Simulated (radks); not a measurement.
The numbers below are computed, except where a source is named.
Question: Radial electron density D(r) = 4 pi r^2 rho(r) of an atom or ion with 16 electrons. Level of theory: scalar-relativistic Kohn-Sham, BLYP, spin-unpolarised, spherical densities, finite nucleus; Fermi nuclear charge, rms radius of each element as measured or else 0.836 A^(1/3) + 0.57 fm (a radial shooting solver on a logarithmic mesh with Libxc functionals).

```
   r/bohr * D(r) (the largest magnitude, 21, reaches the edge; | marks zero)
 0.003161 |*
 0.004115 | *
 0.005359 |  *
 0.006978 |    *
 0.009086 |       *
  0.01183 |           *
  0.01541 |                 *
  0.02006 |                        *
  0.02612 |                                 *
  0.03401 |                                           *
  0.04429 |                                                   *
  0.05767 |                                                      *
  0.07509 |                                                   *
  0.09778 |                                            *
   0.1273 |                                      *
   0.1658 |                                       *
   0.2159 |                                               *
   0.2811 |                                                      *
    0.366 |                                                 *
   0.4766 |                               *
   0.6206 |               *
   0.8017 |          *
    1.044 |            *
    1.359 |           *
     1.77 |      *
    2.305 |  *
    3.001 |*
    3.908 *
    5.089 *
```

What is the nuclear charge?

Answer: Z = 18. The innermost maximum, from 1s, lies near gamma/Z bohr with gamma = sqrt(1 - (Z/c)^2) = 0.991, here 0.0551 bohr (found: 0.0586), and its height grows with Z. The density is that of the argon ion Ar2+ in [Ne] 3s2 3p4; the configuration itself is not fixed sharply by these data, and Z only to about a unit. D(r) has 3 maxima, at r = 0.0586, 0.290, 1.16 bohr, and minima at 0.140, 0.808 bohr, inside which lie 2.16, 10.37 electrons.
